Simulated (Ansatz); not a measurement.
PBE exchange is replaced step by step with exact exchange (0 % is PBE, 25 % PBE0; no dispersion term), basis def2-SVP, Ansatz. System: RuBr₃. The state is a doublet with charge 0. Geometry: r2SCAN-D4/def2-SVP.

Geometry of the doublet:

```xyz
4

Ru   -0.1353   -0.1124   -0.0937
Br   -0.5299   -0.9643    2.0576
Br    1.7291   -0.8874   -1.2908
Br   -1.0638    1.9641   -0.6732
```

In the def2 sets Ru takes a core potential; there is no spin–orbit coupling. At PBE-D4/def2-SVP, PBE with 10 % exact exchange/def2-SVP, PBE with 15 % exact exchange/def2-SVP, PBE0-D4/def2-SVP and others the charge 0 doublet is spin-contaminated (final ⟨S²⟩ up to 1.54, 0.75 for a pure state). The geometry of the doublet was relaxed on an unsound state (⟨S²⟩ 1.51, where a pure state has 0.75). At PBE0-D4/def2-TZVP a quartet of charge 0 lies 0.50 eV below the doublet, each at its own geometry. The structure comes from a short search, and lower isomers may exist.

HOMO and LUMO are taken over both spins.

| exact exchange (%) | HOMO (eV) | LUMO (eV) | gap (eV) | ⟨S²⟩ |
| --- | --- | --- | --- | --- |
| 0 | -5.61 | -5.19 | 0.42 | 1.205 |
| 10 | -6.31 | -5.01 | 1.30 | 1.284 |
| 15 | -6.66 | -4.91 | 1.75 | 1.326 |
| 40 | -8.38 | -4.41 | 3.97 | 1.538 |

(1) Estimate the row for 25 %.

## Answers

(1) 
| exact exchange (%) | HOMO (eV) | LUMO (eV) | gap (eV) | ⟨S²⟩ |
| --- | --- | --- | --- | --- |
| 25 | -7.36 | -4.72 | 2.64 | 1.411 |
